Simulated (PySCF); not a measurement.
GeCl(OMe)3, C₃H₉ClGeO₃.
Structure used (PBE0-D3(BJ)/def2-SVP), in Å, numbered top down from 1:
```
atom  x, y, z in Å
Ge1   -0.0081   -0.0035    0.0804
Cl2   -0.0112   -0.0161    2.2382
O3     1.6369   -0.0703   -0.4978
C4     2.5040   -1.1160   -0.1222
H5     2.6100   -1.1896    0.9745
H6     3.4936   -0.9018   -0.5513
H7     2.1604   -2.0911   -0.5079
O8    -0.7648    1.4617   -0.4903
C9    -0.2704    2.7287   -0.1196
H10   -0.2571    2.8611    0.9765
H11   -0.9379    3.4887   -0.5516
H12    0.7487    2.8994   -0.5066
O13   -0.8885   -1.3898   -0.5087
C14   -2.2349   -1.6087   -0.1543
H15   -2.3705   -1.6578    0.9404
H16   -2.5422   -2.5734   -0.5838
H17   -2.8963   -0.8219   -0.5556
```

Theory: PySCF 2.14.0, density-fitted response routines, TDDFT PBE0/def2-SVPD, vertical, gas phase, core orbitals frozen in the response. Relativistic effects, spin–orbit coupling among them, are left out although an element past zinc is present.

Transition dipole moments from the ground state, in atomic units and in the frame of the coordinates above (overall signs are arbitrary), for the states with f of 0.002 or more among the lowest 13:

| state | E (eV) | μx | μy | μz |
| --- | --- | --- | --- | --- |
| S1 | 6.537 | -0.175 | -0.004 | 0.002 |
| S2 | 6.542 | 0.004 | -0.179 | 0.003 |
| S3 | 6.841 | 0.004 | -0.002 | 0.507 |
| S4 | 7.261 | 0.291 | -0.539 | -0.005 |
| S5 | 7.264 | -0.539 | -0.293 | 0.002 |
| S6 | 7.646 | 0.005 | 0.007 | -0.576 |
| S9 | 8.194 | -0.175 | 0.190 | -0.003 |
| S10 | 8.196 | 0.188 | 0.178 | -0.004 |
| S11 | 8.288 | -0.001 | 0.002 | 0.461 |
| S12 | 8.461 | -0.157 | 0.084 | 0.021 |
| S13 | 8.465 | -0.092 | -0.160 | -0.030 |

Problem. What oscillator strength does each state have?

Solution. f = (2/3) ΔE |μ|² with ΔE in hartree (27.2114 eV).

```
state  |μ|² (au)  |μ| (D)      f
   S1      0.031     0.44  0.005
   S2      0.032     0.45  0.005
   S3      0.257     1.29  0.043
   S4      0.375     1.56  0.067
   S5      0.377     1.56  0.067
   S6      0.332     1.46  0.062
   S9      0.067     0.66  0.013
  S10      0.067     0.66  0.013
  S11      0.212     1.17  0.043
  S12      0.032     0.46  0.007
  S13      0.035     0.48  0.007
```

Problem. Which bond between heavy atoms lies closest to the direction of the S6 transition dipole?

Solution. Ge1–Cl2, at 1° from it; next Ge1–O3, Ge1–O8 and Ge1–O13 at 70°.

Problem. What angle do the transition dipoles of S3 and S11 make?

Solution. |cos θ| = |μa·μb| / (|μa| |μb|) = 1.00, so θ ≈ 1° (taken between 0 and 90°, since the signs are arbitrary).

Problem. How is the summed strength of these states shared among x, y and z?

Solution. (2/3) Σ ΔE μα² gives 0.092 for x, 0.092 for y and 0.149 for z, 0.333 in all.

Problem. What peak molar absorption coefficient would the strongest computed level give as a lone Gaussian band 0.3 eV wide at half height?

Solution. ε(max) = 2.175×10⁸ f / FWHM, with the width in cm⁻¹. S4/S5 (f summed): 2.175×10⁸ × 0.1339 / 2420 ≈ 12000 L mol⁻¹ cm⁻¹.

S1/S2, S4/S5, S9/S10 and S12/S13 coincide within about 0.01 eV; within a degenerate level the directions of the single components are arbitrary.

On one thread, Arm Neoverse V2 (aarch64), shared host with 192 logical CPUs at a one-minute load of 75, this took 2.0 min (with the writing of density and orbital grids) and 1.2 GiB of memory at its peak.

One conformer stands for the species.
